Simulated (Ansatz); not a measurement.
Cost and result up the ladder for n-GeSiGeSiH10 (Si₂Ge₂H₁₀) (14 atoms). Total charge 0; singlet. Geometry: PBE-D4/def2-SVP.

```xyz
14

Ge   -2.2440   -0.7056   -0.5385
Ge    1.6044   -0.0167   -0.4219
Si   -0.4599    0.5828   -1.4804
Si    1.4033    0.3022    1.9426
H    -2.3638   -0.4112    0.9808
H    -3.6031   -0.3759   -1.2115
H    -1.9629   -2.2217   -0.7154
H    -0.7245    2.0480   -1.2447
H    -0.3881    0.3506   -2.9679
H     1.9207   -1.5095   -0.7209
H     2.7774    0.8364   -0.9822
H     0.3161   -0.5919    2.4768
H     2.6912   -0.0204    2.6523
H     1.0331    1.7329    2.2309
```

Ansatz on 4 threads of Intel Xeon on a shared host. Times are rough, and most runs start from the orbitals of an earlier one. PBE0-D4/def2-TZVP serves as the yardstick here, not as an exact answer. Differences are given only for rows in sets of like size (and for xTB, whose basis is part of the method), since another set adds its own error. Binding counts from free atoms at the same level (Ge triplet, Si triplet, H doublet; other spins of the atoms weren't run), without zero-point energy or a counterpoise term.

LC-ωPBE has ω = 0.4 bohr⁻¹. B3LYP takes the VWN-RPA correlation. HSE06 is defined as in plane-wave codes, on full-range PBE exchange. Correlated methods freeze 28 core orbitals; core or outer-core shells of Ge are correlated, in sets that lack core-valence functions. The rows differ in basis, and correlated rows in double-zeta sets carry the largest basis error. Another isomer (singlet) lies 0.11 eV lower at PBE0-D4/def2-TZVP; other spin states weren't run for this one.

Correlated methods converge slowly with the basis, most of all in double-zeta sets.

```
                         level  functions  wall time  binding energy per atom (eV)  difference from PBE0-D4/def2-TZVP (eV)
               PBE-D4/def2-SVP        150      1.4 s                          2.78                                       –
              PBE0-D4/def2-SVP        150      2.4 s                          2.78                                       –
PBE-D4/def2-TZVP (with forces)        230      2.6 s                          2.78                                   -0.01
             LC-ωPBE/def2-TZVP        230      3.2 s                          2.78                                   -0.01
           r2SCAN-D4/def2-TZVP        230      3.5 s                          2.83                                    0.04
            B3LYP-D4/def2-TZVP        230      3.6 s                          2.82                                    0.03
                 MP2/def2-TZVP        230      3.7 s                          2.67                                   -0.12
            HSE06-D4/def2-TZVP        230      3.9 s                          2.79                                    0.00
             PBE0-D4/def2-TZVP        230      4.2 s                          2.79                                    0.00
              CCSD(T)/def2-SVP        150       16 s                          2.66                                       –
```
